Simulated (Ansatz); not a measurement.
Compare A (`O[Si@@H](Cl)[Si@@H](O)Cl`) with its isomer B (`O[SiH](Cl)O[SiH2]Cl`).

Calculated with Ansatz (gas phase, PBE0-D4/def2-TZVP geometries, no zero-point term in ΔE). CCSD(T)/CBS is the MP2 limit (def2-TZVPP, def2-QZVPP) plus CCSD(T) − MP2 in def2-TZVPP, frozen cores. DFT in def2-TZVPP. B3LYP here is the variant with VWN-RPA as its local correlation; programs differ in this. One conformer a species, not always the lowest.

Q: Which isomer does CCSD(T)/CBS put lower? Give the gap. (An estimate is asked.)

A: The calculation gave: B, by 148.9 kJ/mol.

Q: Give E(B) − E(A) in kJ/mol with PBE-D4, B3LYP-D4, r2SCAN-D4, B2PLYP, ωB97M-V, CCSD(T)/def2-TZVPP, B3LYP. (Estimate.)

A: Ansatz gave: PBE-D4 -118.3, B3LYP-D4 -144.3, r2SCAN-D4 -142.4, B2PLYP -149.3, ωB97M-V -150.5, CCSD(T)/def2-TZVPP -150.4, B3LYP -142.3. None reverses the order clearly.

Largest T1 diagnostic: 0.011.

In def2-TZVPP, CCSD(T) changes the Hartree–Fock value by +22.2 kJ/mol (the triples alone add +3.4 kJ/mol) and MP2 by +16.7 kJ/mol. From PBE to PBE0 (25 % exact exchange), in def2-TZVPP and without D4, E(B) − E(A) moves by −12.0 kJ/mol.
